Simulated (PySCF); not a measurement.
Compound: C6H4NO (doublet state).
Cartesian coordinates in Å at the GFN2-xTB level; atoms count from 1:
```
atom  x, y, z in Å
C1     3.6516   -0.0268    0.9462
C2     2.5190   -0.2501    0.6003
C3     1.2400   -0.4891    0.2153
C4     0.1205   -0.7184   -0.1807
C5    -1.2586   -0.8929   -0.5818
N6    -2.1618   -0.0147    0.0693
C7    -2.0338    1.2420    0.2856
O8    -2.6948    2.0670    0.8744
H9     4.6374    0.1627    1.2491
H10   -1.5827   -1.9074   -0.3099
H11   -1.3464   -0.8095   -1.6770
H12   -1.0894    1.6364   -0.2227
```

The hyperfine couplings belong to this conformer and change with its torsions.

The species is `C#CC#CC[N]C=O` [radical].

Theory: UKS B3LYP, pcH-1 on C H N O, non-relativistic, mean-field spin-orbit, GIAO in PySCF 2.14.0. Isolated species at its GFN2-xTB geometry (one conformer only). A GFN2-xTB geometry isn't a minimum of the functional, and hyperfine couplings can be far from their values at a DFT geometry. The SCF solution wasn't tested for stability.

Mulliken spin populations: C1 +0.013, C2 -0.006, C3 +0.019, C4 +0.001, C5 -0.036, N6 +0.565, C7 -0.074, O8 +0.269, H9 -0.001, H10 +0.033, H11 +0.036, H12 +0.180.

(1) What dipolar couplings does the calculation give for H9, H10, H11, H12?

(2) Estimate them with point dipoles: put each population ρk at its nucleus, leave out the nucleus itself and the atom bound to it, and sum T = Σ [ρk/(2S)]·C·(3 n nᵀ − 1)/r³ with C = μ0 gₑ μB g_N μN/(4π h) = 79.06 MHz Å³.

Answers

(1) 
```
atom         position  distance from N6 (Å)  T1 (MHz)     T2     T3
  H9  6 bonds from N6                  6.90     -0.77  -0.18   0.95
 H10  2 bonds from N6                  2.02     -6.24  -3.97  10.21
 H11  2 bonds from N6                  2.08     -3.77  -2.47   6.25
 H12  2 bonds from N6                  1.99     -6.70  -1.64   8.33
```

(2) 
```csv
atom,T1 (MHz),T2,T3,"T3, computed",difference in T3 (%)
H9,-0.22,-0.21,0.44,0.95,-54
H10,-6.21,-5.07,11.28,10.21,+11
H11,-5.80,-4.34,10.14,6.25,+62
H12,-8.33,-1.71,10.04,8.33,+20
```

In T3 the estimate is closest for H10 (+11 %, 2.02 Å from N6) and worst for H11 (+62 %, 2.08 Å).

Hardware: Arm Neoverse V1, one thread, no GPU, on a shared host. Cost: 72 s of wall time (grids of density and orbitals included), 0.90 GiB resident at most.
